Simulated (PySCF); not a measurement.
C3H8OSi, SMILES O[C@H]1C[C@H]1[SiH3].

Coordinates come from a r2SCAN-D4/def2-SVP optimisation. The structure was generated by enumeration; whether it is a known compound was not checked. Other conformers were not sampled.

Method: TDDFT-PBE/def2-SVPD (PySCF).

Vertical excitations. Gas-phase values at a fixed geometry.

```
state  energy (eV)  λ (nm)      f                                                main pairs
-----  -----------  ------  -----  --------------------------------------------------------
S1            6.09     203  0.011                                           HOMO→LUMO 100 %
S2            6.57     189  0.006                                          HOMO→LUMO+1 99 %
S3            6.63     187  0.006                                         HOMO−1→LUMO 100 %
S4            6.84     181  0.013                                          HOMO→LUMO+2 98 %
S5            6.92     179  0.003                        HOMO→LUMO+3 71 %, HOMO→LUMO+4 27 %
S6            6.97     178  0.005                        HOMO→LUMO+4 71 %, HOMO→LUMO+3 26 %
S7            7.16     173  0.008                                        HOMO−1→LUMO+1 97 %
S8            7.40     168  0.003                                          HOMO−2→LUMO 87 %
S9            7.43     167  0.008                      HOMO→LUMO+5 74 %, HOMO−1→LUMO+2 18 %
S10           7.44     167  0.021  HOMO−1→LUMO+2 52 %, HOMO−1→LUMO+3 18 %, HOMO→LUMO+5 17 %
T1            5.91     210      0                                           HOMO→LUMO 100 %
T2            6.47     192      0                                          HOMO−1→LUMO 92 %
T3            6.48     191      0                                          HOMO→LUMO+1 91 %
T4            6.69     185      0                                          HOMO→LUMO+2 99 %
```
Triplets are in the Tamm–Dancoff approximation, which puts them higher than full response would, so one can lie above its singlet here.
